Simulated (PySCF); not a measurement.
## Ionisation energy of Co⁺ by level of theory

Co⁺ [Ar] 3d8 (3F) → Co²⁺ [Ar] 3d7 (4F), as a difference of total energies. All numbers are calculated (PySCF 2.14, the non-relativistic Hamiltonian (point nucleus), in cc-pVTZ (7s6p4d2f1g, 68 functions)). Correlated levels: valence: [Ar] frozen. The calculations carry no spin-orbit coupling.

| method | ionisation energy (eV) | difference from reference (eV) |
| --- | --- | --- |
| UHF | 14.336 | -2.748 |
| M06-2X | 17.018 | -0.066 |
| MN15 | 18.015 | +0.931 |
| MP2 (valence) | 16.993 | -0.091 |
| SCS-MP2 (valence) | 16.890 | -0.194 |

Reference: 17.084 eV (measured; NIST Atomic Spectra Database, ionization energies).

These non-relativistic numbers lack the scalar-relativistic shift.

The reference lies between the lowest fine-structure levels, while these numbers refer to the centres of the terms.

Errors of the correlated levels include the incompleteness of this basis and the frozen core.
